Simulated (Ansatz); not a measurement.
Abridged output of a molecular run in Ansatz:

```
Functional definition: HF
1615 factors; integrals over basis functions are off by at most 8.9e-4 eV
mean field evaluation 1: about -15669.0149 eV, gradient 4.4e1 eV
mean field evaluation 2: about -15669.3786 eV, gradient 4.4e1 eV
mean field evaluation 4: about -15674.0587 eV, gradient 6.6e0 eV
mean field evaluation 8: about -15674.2031 eV, gradient 4.5e-1 eV
mean field -15674.20390835 eV, -576.0163692749 hartree, gradient 1.6e-6 eV, S^2 0.000000; 0 other end points of the search recorded, 0 dependent functions left out
10 core orbitals not correlated: weight in the atoms' cores, before any rotation towards them, 1.000 or more for the frozen orbitals, at most 0.000 for the correlated occupied ones
reference -15674.20390835 eV, -576.0163692749 hartree; 17, 17 occupied and 240, 240 virtual orbitals, 1615 factors
second order -29.54065658 eV of doubles, -0.00000000 eV of singles
cycle   1  -29.36271122 eV  change    1.8e-1 eV  update   1.3e-1
cycle   2  -30.18540879 eV  change   -8.2e-1 eV  update   4.1e-2
cycle   3  -30.37478056 eV  change   -1.9e-1 eV  update   1.9e-2
cycle   4  -30.36194971 eV  change    1.3e-2 eV  update   5.1e-3
cycle   5  -30.36186464 eV  change    8.5e-5 eV  update   2.4e-3
cycle   6  -30.36380980 eV  change   -1.9e-3 eV  update   7.0e-4
cycle   7  -30.36362014 eV  change    1.9e-4 eV  update   2.9e-4
cycle   8  -30.36347917 eV  change    1.4e-4 eV  update   1.1e-4
cycle   9  -30.36350994 eV  change   -3.1e-5 eV  update   4.2e-5
perturbative correction -1.29331924 eV, -0.0475286056 hartree
Total energy: -15705.86073754 eV, -577.1797362898 hartree
```

Its atoms:

Cartesian coordinates in Å:
```
N 0.0588 -1.9068 2.0410
C 0.2618 -1.1648 1.1871
C 0.4653 -0.1834 0.1196
N 0.5645 -0.8311 -1.1197
F 1.6355 0.5391 0.4673
Si -0.9813 1.0930 0.1070
H 1.2804 -1.5449 -1.1559
H 0.6446 -0.1921 -1.8970
H -0.8977 1.9176 1.3322
H -2.2645 0.3594 0.0302
H -0.7675 1.9141 -1.1119
```

Problem. Which basis set was used?
A. def2-SVPD
B. cc-pV(D+d)Z
C. def2-TZVPPD
D. def2-TZVPP

Solution. D. It gives 267 functions.

Problem. Write the keys of the input that set method, charge and spin (a neutral closed shell needs none for the last two).

Solution. 
```yaml
correlation: {method: ccsd_t}
```
